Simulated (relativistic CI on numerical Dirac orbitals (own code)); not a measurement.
Computed by Dirac-Coulomb-Breit CI, orbitals from a KLI potential per configuration, a model potential for QED, unscaled Slater integrals (own radial code, finite nucleus).

The strongest absorption lines from the ground level of an ion, among the configurations computed and to levels below about 1090 eV (vacuum wavelength in nm, gf): 1.5882 (0.76), 2.2597 (0.015), 2.2648 (0.014), 2.7088 (0.9), 2.7650 (1.2), 2.8077 (0.3), 3.0178 (0.0096), 4.0307 (0.011).

Q: Which ion is it?
A. Pt57+
B. Er47+
C. Pt59+
D. Bi62+

A: A. Pt57+ has 21 electrons and the ground level 3s2 3p6 3d3 4F_3/2; the strongest line goes to 3s2 3p5 3d4 2F°_5/2. The pattern of lines fixes the number of electrons, and along that sequence the line energies rise steadily with the charge (about as its square where n changes within one kind of shell, about linearly where n is kept but much faster in heavy ions where fine structure, which grows about as Z⁴, sets the gap, and irregularly where shells cross), which fixes Z. Configurations outside the model, such as inner-shell arrays, can give stronger lines. At this charge energies of transitions that change n are usually good to better than 1 %, and those within a shell (Δn = 0) to a few per cent.

LS names give the leading component of a level, which can be under half, so a name can repeat, a term be missing and a line seem to break the LS rules.
